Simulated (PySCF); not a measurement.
NICS in isomers of C5H3FO2.

Probes without a nucleus sit at each ring's centroid and 1 Å off its mean plane on both sides; NICS is minus the shielding there, NICSzz its component along the normal. Level: GIAO PBE0/pcSseg-1 (PySCF, non-relativistic, gas phase) on the GFN2-xTB geometries, one conformer each. Atom numbers follow the mapped SMILES.

Question: Order these rings by mean NICS(1)zz, lowest (most negative) first (ppm).
A. ring C3–C4–C5–C6–O8 in `[O:1]=[CH:2][c:3]1[cH:4][cH:5][c:6]([F:7])[o:8]1`
B. ring C2–C3–C4–C5–C7 in `[O:1]=[C:2]1[CH:3]=[CH:4][C:5](=[O:6])[CH:7]1[F:8]`
C. ring C4–C5–C6–O7–C8 in `[O:1]=[C:2]([F:3])[c:4]1[cH:5][cH:6][o:7][cH:8]1`

Answer: C (-25.7), A (-22.9), B (-2.9).

| SMILES | ring | NICS(0) | NICS(1) | NICS(1)zz | HOMA | rms pucker (Å) | ring atoms with four or more neighbours |
| --- | --- | --- | --- | --- | --- | --- | --- |
| O=C(F)c1ccoc1 | 5-membered ring with O; formal bonds all aromatic | -12.0 | -10.3 | -25.7 | 0.53 | 0.00 | 0 |
| O=Cc1ccc(F)o1 | 5-membered ring with O; formal bonds all aromatic | -12.2 | -9.6 | -22.9 | 0.52 | 0.00 | 0 |
| O=C1C=CC(=O)C1F | 5-membered carbocycle; formal bonds 1 double, 4 single | 6.5 | -2.6 | -2.9 | – | 0.07 | 1 |

NICS(0) gives another order. The isotropic NICS(1) gives the same order. HOMA uses Krygowski's 1993 parameters; it is left out where a ring has a four-coordinate atom, a triple bond, no multiple bond or a kind of bond without parameters. NICS(1) and NICS(1)zz are means over the two faces.
